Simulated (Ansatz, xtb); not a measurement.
Ligand exchange: C3H9ClSi + C2H2F2 → C3H10Si + C2HClF2

Species: C3H9ClSi `CC(C)[SiH2]Cl`, singlet; C2H2F2 (vinylidene fluoride) `C=C(F)F`, singlet; C3H10Si `CC(C)[SiH3]`, singlet; C2HClF2 `FC(F)=CCl`, singlet. The partners trade Cl for H: Si–Cl and C–H bonds give way to Si–H and C–Cl.

Shapes, held fixed at every level: PBE0-D4/def2-TZVP. Flexible molecules stand in one conformer, not always the lowest. Programs: Ansatz 0.2.0, xtb 6.7.1. The zero-point and thermal change to 298 K, harmonic and unscaled (PBE0-D4/def2-TZVP), is -7.7 kJ/mol.

```
               level                    kind  ΔH(298 K) (kJ/mol)  less CCSD(T)/CBS estimate
            GFN0-xTB          semi-empirical               +79.7                     -101.3
         HF/def2-SVP            Hartree–Fock              +189.0                       +8.0
       HF/def2-TZVPP            Hartree–Fock              +187.5                       +6.5
   PBE-D4/def2-TZVPP                     GGA              +166.7                      -14.3
r2SCAN-D4/def2-TZVPP                meta-GGA              +177.9                       -3.1
  wB97M-V/def2-TZVPP  range-separated hybrid              +180.0                       -1.0
  wB97X-V/def2-TZVPP  range-separated hybrid              +175.9                       -5.1
     CCSD/def2-TZVPP   coupled cluster or CI              +179.2                       -1.8
CCSD(T)/CBS estimate   coupled cluster or CI              +181.0                        0.0
```

The highest level, CCSD(T)/CBS estimate, gives ΔH(298 K) = +181.0 kJ/mol; the levels span +79.7 to +189.0. GFN0-xTB strays far from the other rows. The column of differences is taken from that level and isn't an error. No measured value is set beside it here. The CBS estimate extrapolates MP2 from def2-TZVPP and def2-QZVPP and adds CCSD(T) − MP2 in the triple-zeta set, cores frozen.
